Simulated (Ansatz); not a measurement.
Start from `CCBS` and change one atom or group to get `BCBCC`.

Ansatz, PBE0-D4/def2-TZVP geometries, multiplicity 1. Each molecule was computed in one conformer, which needn't be the lowest.

```tsv
property	`CCBS`
HOMO energy (ωB97M-V/def2-TZVPP) / eV	-10.29
HOMO–LUMO gap (ωB97M-V/def2-TZVPP) / eV	11.44
HOMO energy (PBE0/def2-TZVPP) / eV	-8.09
HOMO–LUMO gap (PBE0/def2-TZVPP) / eV	7.28
HOMO–LUMO gap (B3LYP/def2-TZVPP) / eV	6.84
size of the dipole moment (B3LYP/def2-TZVPP) / D	1.29
```

What does the change do to each property? (An estimate is asked.)

Computed: 
```tsv
property	`BCBCC`	shift
HOMO energy (ωB97M-V/def2-TZVPP) / eV	-10.78	-0.49
HOMO–LUMO gap (ωB97M-V/def2-TZVPP) / eV	11.07	-0.37
HOMO energy (PBE0/def2-TZVPP) / eV	-8.48	-0.39
HOMO–LUMO gap (PBE0/def2-TZVPP) / eV	6.86	-0.42
HOMO–LUMO gap (B3LYP/def2-TZVPP) / eV	6.45	-0.39
size of the dipole moment (B3LYP/def2-TZVPP) / D	1.06	-0.23
```

With PBE0 the HOMO falls by 0.39 eV and the LUMO falls by 0.81 eV, so the gap narrows by about 0.42 eV. PBE moves the HOMO by -0.22 eV and ωB97M-V by -0.49 eV. Dipoles are sizes alone; their direction can turn.

B3LYP here is the variant with VWN-RPA as its local correlation; programs differ in this.
